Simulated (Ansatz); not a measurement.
`[Cl][GeH2][I]` + `NCO[SiH3]` → `[NH2][GeH2][Cl]` + `[SiH3]OCI`  (redistribution)

Isolated molecules relaxed with PBE0-D4/def2-TZVP in Ansatz; ΔE leaves out vibrations. CBS: MP2 limit from def2 TZ/QZ plus the TZ coupled-cluster correction, frozen cores. DFT in def2-TZVPP. def2 core potentials past Kr. For Ge, I outer-core shells are correlated without core-valence functions, which leaves a few kJ/mol of doubt a bond. Scalar relativity is left out up to krypton. Each species was taken in one conformer, which may not be the lowest.

Problem. Is it downhill or uphill in electronic energy at CCSD(T)/CBS, and by how much? (Estimate.)

Solution. The calculation gave: Uphill: ΔE = +13.4 kcal/mol.

Problem. What do these levels give: PBE-D4, ωB97X-V, ωB97M-V, SCS-MP2/def2-TZVPP, HF/def2-QZVPP, MP2/def2-QZVPP? (Best estimate.)

Solution. Computed: PBE-D4 14.3, ωB97X-V 15.7, ωB97M-V 15.4, SCS-MP2/def2-TZVPP 13.5, HF/def2-QZVPP 18.7, MP2/def2-QZVPP 13.3 kcal/mol.

Largest T1 diagnostic among the species: 0.011.

In def2-TZVPP, CCSD(T) changes the Hartree–Fock value by −5.2 kcal/mol (the triples alone add −1.0 kcal/mol) and MP2 by −5.3 kcal/mol. The D4 term adds −0.8 kcal/mol with B3LYP and −0.4 kcal/mol with PBE0; it sums over pairs of atoms, weighted by their polarisabilities, and B3LYP, whose exchange is more repulsive, gets the larger term. From PBE to PBE0 (25 % exact exchange), in def2-TZVPP and without D4, ΔE moves by +1.7 kcal/mol.

B3LYP here is the variant with VWN-RPA as its local correlation; programs differ in this.
